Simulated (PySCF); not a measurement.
# Static response to an electric field

Species: C8H4F3N.
Cartesian coordinates in Å at the PBE0-D3(BJ)/def2-SVP level; atoms count from 1:
```
atom  x, y, z in Å
N1     2.3751    0.7216    2.0072
C2     1.7070    0.5782    1.0725
C3     0.9048    0.4223   -0.1197
C4     0.2037    1.6555   -0.6934
C5    -1.0144    1.1047   -0.6681
C6    -0.5316   -0.2184   -0.0948
C7    -1.1591   -0.7161    1.1824
F8    -2.3862   -1.1879    0.9238
F9    -0.4516   -1.7021    1.7285
F10   -1.2773    0.2559    2.0832
C11    0.0254   -1.2414   -1.0729
C12    1.2494   -0.7038   -1.0966
H13    0.6125    2.6080   -1.0352
H14   -2.0055    1.4253   -0.9936
H15   -0.4565   -2.0689   -1.5961
H16    2.1746   -0.9171   -1.6345
```

Level: B3LYP/def2-SVPD (PySCF), static field, nuclei fixed, core orbitals frozen in the response. The polarisability tensor in these axes (au):

```
x   97.91  5.53  7.28
y    5.53 84.69  2.93
z    7.28  2.93 84.84
```

Q: What are the eigenvalues, a third of the trace, and Δα (Δα² = ½Σ(αi − αj)² over the three pairs)?

A: Principal values 81.45, 82.73 and 103.25 au; mean 89.14 au = 13.21 Å³ = 14.70 × 10⁻⁴⁰ C²·m²/J; Δα = 21.19 au (24 % of the mean).

Q: What is the dipole moment, and where does it point?

A: (-1.38, 0.26, -5.17) D, 5.35 D in size, pointing from the negative to the positive side. Measured along this direction, the outermost atoms are N1 at the negative end and H15 and H14 at the positive end.

Q: Rayleigh depolarisation ratio (linearly polarised light, static tensor)?

A: ρ = 3Δα²/(45ᾱ² + 4Δα²) = 1347.4/(357603 + 1796.6) = 0.00375.

Q: Traceless (Buckingham) quadrupole moment about the centre of nuclear charge: eigenvalues?

A: -14.33, 6.33, 8.00 D·Å. The values depend on the origin, since the dipole doesn't vanish. The electronic extent ⟨r²⟩ about the same centre is 1523 bohr², a root-mean-square distance of 2.23 Å for the 86 electrons.

Q: Sum over states: ᾱ = Σ f/ω², ω in Eh. What share falls to these 10 lowest TDDFT singlets (eV, f)? 5.31, 0.0000; 5.59, 0.0085; 6.34, 0.0041; 6.44, 0.0008; 6.65, 0.0019; 6.70, 0.0010; 6.92, 0.0094; 7.24, 0.0001; 7.39, 0.0673; 7.46, 0.0587.

A: They add up to 2.18 au, 2.4 % of the 89.14 au; the largest single term is 0.91 au, from the state at 7.39 eV. Terms in order: 0.00, 0.20, 0.08, 0.01, 0.03, 0.02, 0.14, 0.00, 0.91, 0.78 au. Higher excitations give the rest. The strengths listed sum to 0.152.

Q: How large is μ²/3kT at 298 K beside α?

A: In Gaussian units μ²/3kT = 232.30 Å³ against 13.21 Å³, a ratio of 17.59; the Debye molar polarisation (4π/3)N_A(α + μ²/3kT) is 619.3 cm³/mol, leaving out the vibrational part.

Q: Along which axes do the principal values lie, and how far do the nuclei extend along each?

A: Largest value along (0.86, 0.32, 0.39), where the nuclei span 5.14 Å; middle along (-0.41, 0.89, 0.18), 3.92 Å; least along (-0.29, -0.31, 0.90), 4.16 Å. The strongest response lies along the longest span, while the other two are in reverse order.

Geometry: PBE0-D3(BJ)/def2-SVP; no solvent, vibrations or thermal averaging.

These values come from a run that also computed excited states. On 2 threads, Intel Xeon Platinum 8259CL at 2.50 GHz (x86_64), on a shared host, this took 88 s wall, 3.3 min CPU (grids of density and orbitals included) and 1.7 GiB of memory at its peak.
